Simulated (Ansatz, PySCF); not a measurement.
The PySCF input:
```python
from pyscf import gto, scf, dft

mol = gto.Mole()
mol.atom = '''
    Ge    0.00000000    0.00000000    0.00000000
'''
mol.basis = 'cc-pvtz'
mol.charge = 1
mol.spin = 1
mol.verbose = 4
mol.build()

mf = dft.UKS(mol)
mf.xc = 'camb3lyp'
mf.grids.atom_grid = (99, 590)
mf.grids.prune = None
mf.kernel()
```

Question: Give the equivalent Ansatz (an electronic-structure program) input.

Answer: One answer among several that fit: 
Ansatz 0.2 input:
```yaml
crystal:
  periodic: [false, false, false]
  atoms:
    - {symbol: Ge, position_ang: [0.00000000, 0.00000000, 0.00000000]}
basis:
  gaussian:
    orbitals: cc-pVTZ
hamiltonian:
  xc: cam_b3lyp
total_charge: 1
magnetization: {spin_polarized: true, initial_magnetization: 1}
accuracy: high
```

Both were run: PySCF gave -2076.787535 Eh and Ansatz -2076.787535 Eh, 0.000 mEh apart.
